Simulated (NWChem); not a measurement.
System: CuCl; SMILES [Cl][Cu]

The following NWChem deck was run.

```
start job
memory heap 200 mb stack 900 mb global 1100 mb
geometry units angstroms noautoz
  Cu     0.000000     0.000000    -0.769560
  Cl     0.000000     0.000000     1.304487
end
basis spherical
  Cu library 6-31g*
  Cl library 6-31g*
end
dft
  xc xtpss03 ctpss03
  iterations 200
  vectors input hcore
end
task dft gradient
```

Parts of the log:

```
             Northwest Computational Chemistry Package (NWChem) 7.3.0
             --------------------------------------------------------

 ORDER OF PRIMARY AXIS IS BEING SET TO 4
 C4V symmetry detected

                             Geometry "geometry" -> ""
                             -------------------------

 Output coordinates in angstroms (scale by  1.889725989 to convert to a.u.)

  No.       Tag          Charge          X              Y              Z
 ---- ---------------- ---------- -------------- -------------- --------------
    1 Cu                  29.0000     0.00000000     0.00000000    -0.76649563
    2 Cl                  17.0000     0.00000000     0.00000000     1.30755137

 Effective nuclear repulsion energy (a.u.)     125.7851841144

      Symmetry information
      --------------------

 Group name             C4v
 Group number             18
 Group order               8
 No. of unique centers     2

                                 NWChem DFT Module
                                 -----------------

 Summary of "ao basis" -> "ao basis" (spherical)
 ------------------------------------------------------------------------------
       Tag                 Description            Shells   Functions and Types
 ---------------- ------------------------------  ------  ---------------------
 Cu                          6-31g*                 12       34   5s4p2d1f
 Cl                          6-31g*                  8       18   4s3p1d

      Symmetry analysis of basis
      --------------------------

        a1         20
        a2          0
        b1          4
        b2          4
        e          24

            General Information
            -------------------
          SCF calculation type: DFT
          Wavefunction type:  closed shell.
          No. of atoms     :     2
          No. of electrons :    46
           Alpha electrons :    23
            Beta electrons :    23
          Charge           :     0
          Spin multiplicity:     1
          Use of symmetry is: on ; symmetry adaption is: on
          Maximum number of iterations: 200
          AO basis - number of functions:    52
                     number of shells:    20
          Convergence on energy requested:  1.00D-06
          Convergence on density requested:  1.00D-05
          Convergence on gradient requested:  5.00D-04

              XC Information
              --------------
                  TPSS metaGGA Exchange Functional  1.000
             TPSS03 metaGGA Correlation Functional  1.000

             Grid Information
             ----------------
          Grid used for XC integration:  medium
          Radial quadrature: Mura-Knowles
          Angular quadrature: Lebedev.
          Tag              B.-S. Rad. Rad. Pts. Rad. Cut. Ang. Pts.
          ---              ---------- --------- --------- ---------
          Cu                  1.35      112           8.0       590
          Cl                  1.00       88           9.0       590
          Grid pruning is: on
          Number of quadrature shells:   200
          Spatial weights used:  Erf1

      Non-variational initial energy
      ------------------------------

 Total energy =     125.785184
 1-e energy   =       0.000000
 2-e energy   =       0.000000
 HOMO         =     -21.580298
 LUMO         =     -21.021169

      Symmetry analysis of molecular orbitals - initial
      -------------------------------------------------

 !! scf_movecs_sym_adapt:    8 vectors were symmetry contaminated

  Symmetry fudging

 !! scf_movecs_sym_adapt:    8 vectors were symmetry contaminated

  Numbering of irreducible representations:

     1 a1          2 a2          3 b1          4 b2          5 e

  Orbital symmetries:

     1 a1          2 a1          3 a1          4 e           5 e
     6 a1          7 a1          8 a1          9 e          10 e
    11 b1         12 b2         13 a1         14 a1         15 e
    16 e          17 e          18 e          19 a1         20 a1
    21 a1         22 e          23 e          24 b1         25 b2
    26 e          27 e          28 e          29 e          30 a1
    31 b2         32 b1         33 e

 Warning: spatial symmetry breaking: alpha =  1.23D+00

[...]

                         DFT ENERGY GRADIENTS

    atom               coordinates                        gradient
                 x          y          z           x          y          z
   1 Cu      0.000000   0.000000  -1.448467    0.000000   0.000000  -0.019285
   2 Cl      0.000000   0.000000   2.470914    0.000000   0.000000   0.019285
```

Level: TPSS/6-31G* (spherical d). The geometry was optimised at PBE-D3(BJ)/def2-SVP.
